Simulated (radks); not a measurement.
Coulomb parameter of the 4d shell of neutral molybdenum in the model configuration [Kr] 4d4.5 5s1.5, as a second difference U = [E(n + 0.25) + E(n - 0.25) - 2 E(n)] / (0.25)^2 with all orbitals relaxed. "Bare": the charge of the atom changes with n. "Screened": the 5s shell takes up the change at fixed total charge, which measures U(4d,4d) + U(5s,5s) - 2 U(4d,5s). All-electron calculation, Dirac Kohn-Sham, BLYP, spin-unpolarised, spherical densities, point nucleus; open shells are shared between the two j in proportion to 2j + 1. Program: a radial shooting solver on a logarithmic mesh with Libxc functionals.

case	configuration	E - E(n) (eV)
start	[Kr] 4d4.5 5s1.5	0.000
bare +0.25	[Kr] 4d4.75 5s1.5	-0.877
bare -0.25	[Kr] 4d4.25 5s1.5	1.389
screened +0.25	[Kr] 4d4.75 5s1.25	0.008
screened -0.25	[Kr] 4d4.25 5s1.75	0.063

U(bare) = 8.196 eV, U(screened by 5s) = 1.123 eV. The step up makes a negative ion, whose loosely bound charge lowers the bare value.
